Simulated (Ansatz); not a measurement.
Pulling on the C1–Br2 bond in CH3Br (SMILES CBr) (multiplicity 1 held, fragments rigid). Energies count from the point at 1.957 Å.
Geometry at that point (charge 0, multiplicity 1):
```xyz
5

C     -1.53382    -0.04092    -0.02869
Br     0.42257     0.01127     0.00790
H     -1.83025    -0.68040    -0.85265
H     -1.88711     0.97407    -0.17260
H     -1.86976    -0.44272     0.92074
```

Restricted levels (R-, RO-) in cc, def2 and unpolarised 6-31G sets keep to the state of the molecule at rest. U- levels take the lowest unrestricted solution at each point, which mixes spins at long bonds. Active spaces are followed from a long bond inwards. Curves can end on different states.

Correlated levels freeze the cores. Filled d and f shells under p-block atoms count as core.

The values were computed with Ansatz (Gaussian orbitals). Each number belongs to the level named beside it.

Question: What is the computed energy at R = 6.264 Å (U-CCSD/cc-pVTZ)?

Answer: 315 kJ/mol

Question: Predict the energy at R = 6.264 Å from R-MP2/cc-pVTZ.

Answer: 437 kJ/mol

Question: Estimate the energy at R = 6.264 Å that FIC-MRCISD+Q on CASSCF(6,4)/cc-pVTZ returns for this input.

Answer: 323 kJ/mol

Doubts at one or more of the structures used: a restricted determinant that unrestricted orbitals would lower (R-MP2/cc-pVTZ); a spin-contaminated determinant (U-CCSD/cc-pVTZ); active orbitals that take no part (FIC-MRCISD+Q on CASSCF(6,4)/cc-pVTZ).

Ansatz is a quantum-chemistry and plane-wave program.
